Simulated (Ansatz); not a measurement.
TiB₇. The state is a doublet with charge 0. Geometry PBE-D4/def2-SVPD, that of the charge -1 singlet; atoms count from 1.

```xyz
8

Ti    1.9909   -0.4357   -0.0303
B    -1.5929    0.2949   -0.3165
B    -1.1681   -1.1463    0.1460
B     0.3396   -1.5151    0.4948
B     0.1087   -0.1652   -0.8992
B     0.9535    1.3208    0.0480
B    -0.0381    0.1389    0.8294
B    -0.5937    1.5078   -0.2722
```

The structure comes from a short search, and lower isomers may exist.

Problem. Estimate the Mulliken populations from the PBE0/def2-TZVPD orbitals of Ansatz.

Solution. 
```
atom  charge (e)  spin (α − β)  d electrons
 Ti1        0.10          0.21         2.64
  B2        0.27          0.03            –
  B3        0.13          0.10            –
  B4       -0.36          0.08            –
  B5       -0.03          0.27            –
  B6       -0.36          0.08            –
  B7        0.11          0.13            –
  B8        0.13          0.10            –
```
Mulliken values and Mayer orders depend strongly on the basis. With diffuse functions, as here, like atoms can get unlike values, and bond orders can come out too low or too high.

Problem. Where does the spin sit?

Solution. Summed by element: Ti 0.21, B 0.79, of 1 unpaired in all. Largest on single atoms: B5 0.27, Ti1 0.21, B7 0.13.

Problem. And the Mayer bond orders between bonded heavy atoms (over 0.3)?

Solution. Ti1–B4 1.20 (2.04 Å); Ti1–B5 0.97 (2.09 Å); Ti1–B6 1.20 (2.04 Å); Ti1–B7 0.91 (2.28 Å); B2–B3 1.19 (1.57 Å); B2–B5 0.60 (1.86 Å); B2–B7 0.52 (1.94 Å); B2–B8 1.19 (1.57 Å); B3–B4 0.98 (1.59 Å); B3–B5 0.51 (1.92 Å); B3–B7 0.42 (1.84 Å); B4–B5 0.65 (1.95 Å); B4–B7 0.91 (1.73 Å); B5–B6 0.65 (1.95 Å); B5–B7 1.15 (1.76 Å); B5–B8 0.51 (1.92 Å); B6–B7 0.91 (1.73 Å); B6–B8 0.98 (1.59 Å); B7–B8 0.42 (1.84 Å).
